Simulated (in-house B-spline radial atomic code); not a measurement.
Settings and results of a run for F II (F+). Method: non-relativistic PBEsol, spin-polarised, spherical fractional occupations, point nucleus. Calculated with a B-spline radial code for spherical atoms.

Command:
```bash
python run_scf.py task.json out
```
Settings:
```
Z                9
configuration    [He] 2s2 2p4
hamiltonian      nr
method           pbesol
spin_polarised   True
```

Output (hartree, bohr):
```
 radial grid: 43 intervals, B-splines of order 8, outer radius 23.5294 bohr

 iter        energy (Eh)    residual
    1         -96.085597    2.42e-01
    2         -97.764196    2.03e-01
    3         -98.647488    5.03e-02
    4         -98.715116    1.09e-02
    5         -98.716366    6.34e-03
    6         -98.717597    1.69e-04
    7         -98.717598    2.94e-05
    8         -98.717598    2.13e-06
    9         -98.717598    5.50e-08

 total energy                       -98.71760
 kinetic                              98.4647
 electron-nucleus                   -231.5665
 Hartree                              43.8594
 exchange-correlation                 -9.4752

 orbital      occ     eigenvalue          <r>       <r^2>       <1/r>       r_max
 1s up      1.000       -25.0449     0.177066   0.0423264     8.59039      0.1149
 1s down    1.000       -24.9828      0.17663   0.0420959     8.60577      0.1148
 2s up      1.000        -1.7883     0.957128     1.10192     1.52363      0.7515
 2s down    1.000        -1.6444     0.977098     1.15263     1.49057      0.7598
 2p up      3.000        -1.0966     0.966915     1.19757     1.39131      0.6755
 2p down    1.000        -0.9500      1.01155     1.32369     1.34532      0.6922
```

Run time, properties included: 0.05 s on 1 thread of Arm Neoverse V2, with other jobs on the host.
